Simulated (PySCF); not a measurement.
Input file for PySCF: R-B3LYP/6-31G* on H2Se2 (SMILES [SeH][SeH]), a point of a torsion scan.

```python
from pyscf import gto, scf, dft, mp
from pyscf.data.elements import chemcore

mol = gto.M(
    atom='''
    Se   -1.07143549    0.71019540    0.42355725
    Se    1.07011979    0.48287531   -0.42272433
    H    -1.57039846   -0.45124129   -0.28313243
    H     1.33368557    1.90632052   -0.38210724
    ''',
    basis='6-31g*',
    cart=True,
    charge=0, spin=0, verbose=3, max_memory=1800)
mf = dft.RKS(mol, xc='b3lyp')
mf.conv_tol = 1e-8
mf.max_cycle = 100
mf.kernel()
if not mf.converged:
    mf = mf.newton().run(mf.mo_coeff, mf.mo_occ)
```

**Question.** Predict the final total energy.

**Answer.** -4803.7908 hartree.
